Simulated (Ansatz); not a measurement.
Coupled-cluster diagnostics for the cluster CuAu2, Ansatz.

Geometry of the doublet (PBE0-D4/def2-TZVP):

```xyz
3

Au   -0.760    0.052   -0.043
Au    0.531   -1.567   -1.589
Cu    0.229    1.515    1.631
```

In the def2 sets Au takes a core potential; there is no spin–orbit coupling. Correlated methods freeze 9 core orbitals; core or outer-core shells of Au are correlated, in sets that lack core-valence functions. Another isomer (doublet) lies 0.40 eV lower at PBE0-D4/def2-TZVP; other spin states weren't run for this one.

Task: Estimate the CCSD(T) correlation energy, the shares of MP2 and (T), T1 and the reference's ⟨S²⟩ for: charge 0, doublet, own geometry in def2-TZVP; and the rough time on 4 threads of Arm Neoverse V2 on a shared host.

Result: 
| state | basis | correlation (eV) | MP2 share (%) | (T) share (%) | T1 | ⟨S²⟩ (pure) | wall time |
| --- | --- | --- | --- | --- | --- | --- | --- |
| charge 0, doublet, own geometry | def2-TZVP | -32.270 | 107.7 | 3.1 | 0.027 | 0.83 (0.75) | 47 s |
Customary marks for T1 are 0.02 (closed shells), 0.045 (open shells) and about 0.05 (3d metals). T1 exceeds 0.02 in 1 of 1 rows and 0.045 in 0; the higher it lies, the less the single-reference result can be trusted.
